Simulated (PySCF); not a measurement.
**Ionisation energy of Pr³⁵⁺ by level of theory**

Pr³⁵⁺ [Ar] 3d6 (5D) → Pr³⁶⁺ [Ar] 3d5 (6S), as a difference of total energies. Computed with PySCF 2.14 in an uncontracted even-tempered set (18 s from 5.9 bohr⁻², ratio 2.5; 12 p from 7.7 bohr⁻², ratio 2.5; 8 d from 7.7 bohr⁻², ratio 2.5; 4 f from 31 bohr⁻², ratio 2.7; 3 g from 46 bohr⁻², ratio 2.7), with the spin-free X2C one-electron Hamiltonian (Gaussian nucleus). Correlated levels: outer shells: [Ne] frozen; virtual orbitals above 40 to 60 times the deepest correlated orbital energy dropped. The calculations carry no spin-orbit coupling.

| method | ionisation energy (eV) |
| --- | --- |
| UHF | 2397.3 |
| PBE | 2400.4 |
| PBE0 | 2400.1 |
| r2SCAN | 2400.5 |
| M06-2X | 2400.6 |
| MP2 (outer shells) | 2398.6 |
| SCS-MP2 (outer shells) | 2398.8 |

Problem. Estimate what r2SCAN0 gives.

Solution. 2400.2 eV, closest to PBE0 among the rows shown.

Problem. Estimate what LDA gives.

Solution. 2399.5 eV, closest to PBE0 among the rows shown.

Spin-orbit coupling is strong in these open shells (close to jj coupling). The scalar numbers leave it out and a first-order estimate fails, so it can dominate the gap to the real levels.

Breit and QED terms and the two-electron picture change are absent.

For comparison: 2400 ± 5 eV (theoretical estimate listed by NIST; NIST Atomic Spectra Database, ionization energies).
